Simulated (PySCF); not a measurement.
1-fluorocyclopenta-1,3-diene (C₅H₅F), SMILES FC1=CC=CC1. Atoms are numbered in the order given.

```xyz
11

F      0.0005     2.0542     0.0000
C     -0.0672     0.7241     0.0000
C     -1.1791    -0.0380     0.0000
C     -0.7401    -1.4422     0.0000
C      0.6110    -1.5114     0.0000
C      1.1754    -0.1140     0.0000
H     -2.2083     0.3183     0.0000
H     -1.4249    -2.2919     0.0000
H      1.2211    -2.4142     0.0000
H      1.8040     0.0943     0.8854
H      1.8040     0.0943    -0.8854
```
Charge 0, spin multiplicity 1.

Geometry optimised at B3LYP-D3(BJ)/def2-SVP. One conformer was computed; it need not be the lowest.

Level of theory: PySCF with ωB97X/def2-TZVP.

| Quantity | Value |
|---|---|
| total energy | -293.37501 hartree |
| point group | Cs |
| highest occupied level | -8.56 eV |
| lowest empty level | 1.55 eV |
| orbital gap | 10.11 eV |
| dipole moment | 1.22 D |
| quadrupole, principal values (traceless, Buckingham form, about the centre of nuclear charge) | -3.14, -3.12, 6.25 D·Å |
| mean static polarisability | 54.4 bohr³ (8.06 Å³) |
| polarisability, principal values | 37.3, 60.1, 65.8 bohr³ |
